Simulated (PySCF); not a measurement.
C3H10SeSi, SMILES [SiH2](CCC)[SeH] at its GFN2-xTB optimised geometry (Å):

```
15

C      2.1144    -0.9170     0.0000
C      0.5906    -0.9170     0.0000
C      0.0242     0.5007     0.0000
Si    -1.8763     0.5552    -0.0625
Se    -2.5829    -0.5321    -1.9566
H      2.4964    -1.9350    -0.0052
H      2.4963    -0.4111     0.8843
H      2.4968    -0.4029    -0.8794
H      0.2289    -1.4532     0.8799
H      0.2323    -1.4548    -0.8826
H      0.4353     1.0494    -0.8509
H      0.3615     1.0220     0.8965
H     -2.4968    -0.1816     1.0341
H     -2.3577     1.9350    -0.1294
H     -1.3827    -0.3107    -2.7118
```

Computed with B3LYP/def2-TZVP run with PySCF. Cells within 0.4 Å of a nucleus heavier than hydrogen are left out (blank, or x).

Map of the LUMO amplitude (bohr^(-3/2)) on the plane z = 0.0 Å; orbital energy -0.07 eV, overall sign arbitrary:

```
|22222222222222222222222222222|
|22222222222222222222222222222|
|22222222222222222222222222222|
|33332222222222222222222222222|
|33333222211122222222222222222|
|33333222111112222222222222222|
|33333321111111222222222222222|
|34443321000112222222222222222|
|44444421000112222222222222222|
|45555531000123222112222222222|
|55666652000234421111222222222|
|56677874112357521111222222222|
|5678899xxx347xxx0111222222222|
|56789996xx347xxx0111222222222|
|56788985212356411112222222222|
|56778864211234311122222222222|
|566776542112222xx223xx2222222|
|556666532212221xxx33xx2222222|
|4556554322222222x3333x2222222|
|44555443322222223333322222222|
|44444443322222222333221122222|
|33444433322222222332221222222|
|33333333322222222222222222222|
|33333333322222222222222222222|
|33333333322222222222222222222|
|23333333222222222222222222222|
|22222222222222222222222222222|
|22222222222222222222222222222|
|22222222222222222222222222222|
```
Scale: ten equal steps from -0.037 (start of '0') to 0.093 (end of '9'), in the order '0123456789'; x runs from -4.50 to 4.50, y from -4.50 (bottom) to 4.50 (top).
